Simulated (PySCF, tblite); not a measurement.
CH9NOSi3.
Atom-mapped SMILES: `[O:1]=[CH:2][SiH2:3][N:4]([SiH3:5])[SiH3:6]` (hydrogens: H7 on C2; H8, H9 on Si3; H10, H11, H12 on Si5; H13, H14, H15 on Si6)

Geometry (GFN2-xTB, Å), atoms numbered from 1 in this order:
```
atom  x, y, z in Å
O1     1.8320   -1.8818   -0.0796
C2     2.2946   -0.7755   -0.2040
Si3    1.2147    0.7919   -0.1964
N4    -0.3875    0.2189    0.0273
Si5   -0.7731   -1.5096    0.1760
Si6   -1.6947    1.3770    0.1097
H7     3.3918   -0.6698   -0.3268
H8     1.7036    1.6310    0.9043
H9     1.4293    1.4579   -1.4869
H10   -2.2381   -1.4974    0.3307
H11   -0.4823   -2.1894   -1.0799
H12   -0.2174   -2.0343    1.4169
H13   -2.3589    1.2603    1.4072
H14   -2.6319    1.1290   -0.9856
H15   -1.0864    2.6998   -0.0346
```

Level of theory: wB97X-D/def2-SVPD in PySCF (dipole) on a GFN2-xTB geometry, gas phase.

Masses are those of the commonest isotopes; rigid-rotor values at the optimised geometry. The values belong to one conformer with, in the numbering `[O:1]=[CH:2][SiH2:3][N:4]([SiH3:5])[SiH3:6]`, O1–C2–Si3–N4 1°, C2–Si3–N4–Si5 -1°.

Q: Give the principal moments of inertia and the rotational constants in GHz.

A: Ia = 178.97, Ib = 357.74, Ic = 518.59 u·Å²; 505379 MHz·u·Å²/I gives 2824, 1413 and 974.5 MHz, that is A = 2.8238, B = 1.4127, C = 0.9745 GHz.

Q: Classify the top.

A: An asymmetric top: κ = (2 × 1413 − 2824 − 974.5)/(2824 − 974.5) = -0.53.

Q: Is it planar, by Δ = Ic − Ia − Ib?

A: Not planar: Δ = Ic − Ia − Ib = -18.12 u·Å². For a rigid frame Δ = −2 Σ m c², so Σ m c² = 9.06 u·Å² lies off the ab plane: 9.06 from hydrogen and 0.01 from heavier atoms. The atom farthest from that plane is 1.26 Å away.

Q: Where do the levels up to J = 4 lie, in MHz?

A: Above 0(0,0):
J = 1: 1(0,1) 2387, 1(1,1) 3798, 1(1,0) 4237
J = 2: 2(0,2) 7074, 2(1,2) 8135, 2(1,1) 9449, 2(2,1) 13683, 2(2,0) 13770
J = 3: 3(0,3) 13908, 3(1,3) 14589, 3(1,2) 17207, 3(2,2) 20844, 3(2,1) 21259, 3(3,1) 29045, 3(3,0) 29056
J = 4: 4(0,4) 22736, 4(1,4) 23115, 4(1,3) 27421, 4(2,3) 30324, 4(2,2) 31459, 4(3,2) 38740, 4(3,1) 38816, 4(4,1) 50024, 4(4,0) 50025
Those of J = 1 are B + C, A + C and A + B.

Q: Which types of transition are allowed, and where do some lines up to J = 2 fall?

A: The dipole components are |μa| = 0.03 D, |μb| = 2.12 D, |μc| = 0.00 D; the mirror of this Cs structure is the ab plane, so μc vanishes by symmetry and there are no c-type lines. The squared components, which scale the intensities, stand as 0.00 : 1.00 (a : b). Some lines, for components of 0.1 D or more:

```
type  branch         J(Ka,Kc)   MHz  lower level (cm⁻¹)
   b       Q  1(1,0) ← 1(0,1)  1849               0.080
   b       Q  2(1,1) ← 2(0,2)  2375               0.236
   b       R  2(0,2) ← 1(1,1)  3276               0.127
   b       R  1(1,1) ← 0(0,0)  3798               0.000
   b       Q  2(2,0) ← 2(1,1)  4321               0.315
   b       Q  2(2,1) ← 2(1,2)  5548               0.271
   b       R  2(1,2) ← 1(0,1)  5747               0.080
   b       R  2(2,1) ← 1(1,0)  9446               0.141
   b       R  2(2,0) ← 1(1,1)  9971               0.127
```

Q: Estimate the classical rotational partition function at 25 K, 298.15 K and 500 K.

A: Point group Cs, symmetry number σ = 1; q = (√π/σ)·√((kT/h)³/(ABC)), k/h = 20836.6 MHz/K: 10700 at 25 K, 440000 at 298.15 K, 956000 at 500 K.

Its GFN2-xTB frequencies are all real (lowest 24 cm⁻¹). Zero-point vibration and centrifugal distortion are left out. A rigid rotor knows nothing of internal rotation, which can split or shift real lines. Quadrupole hyperfine structure (14N) is left out.
